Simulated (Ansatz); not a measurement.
One change: `[SiH3][O][Sn][Cl]` becomes `[OH][Sn][O][SiH3]`.

Ansatz, PBE0-D4/def2-TZVP geometries, multiplicity 1. Each molecule was computed in one conformer, which needn't be the lowest.

Elements past krypton have def2 core potentials.

| property | `[SiH3][O][Sn][Cl]` |
| --- | --- |
| LUMO energy (PBE0/def2-TZVPP) / eV | -2.78 |
| HOMO energy (B3LYP/def2-TZVPP) / eV | -7.97 |
| LUMO energy (PBE/def2-TZVPP) / eV | -3.45 |
| LUMO energy (B3LYP/def2-TZVPP) / eV | -3.02 |
| HOMO–LUMO gap (B3LYP/def2-TZVPP) / eV | 4.95 |
| zero-point energy (PBE0-D4/def2-TZVP) / kJ/mol | 78.7 |

Q: What does the change do to each property? (Best estimate.)

A: Computed: 
| property | `[OH][Sn][O][SiH3]` | shift |
| --- | --- | --- |
| LUMO energy (PBE0/def2-TZVPP) / eV | -2.22 | 0.56 |
| HOMO energy (B3LYP/def2-TZVPP) / eV | -7.89 | 0.08 |
| LUMO energy (PBE/def2-TZVPP) / eV | -2.89 | 0.56 |
| LUMO energy (B3LYP/def2-TZVPP) / eV | -2.46 | 0.56 |
| HOMO–LUMO gap (B3LYP/def2-TZVPP) / eV | 5.42 | 0.47 |
| zero-point energy (PBE0-D4/def2-TZVP) / kJ/mol | 110.2 | 31.5 |

With PBE0 the HOMO rises by 0.11 eV and the LUMO rises by 0.56 eV, so the gap widens by about 0.45 eV. PBE moves the HOMO by 0.18 eV and ωB97M-V by -0.01 eV. The zero-point energy changes by 31.5 kJ/mol with +3 modes.

B3LYP here is the variant with VWN-RPA as its local correlation; programs differ in this.
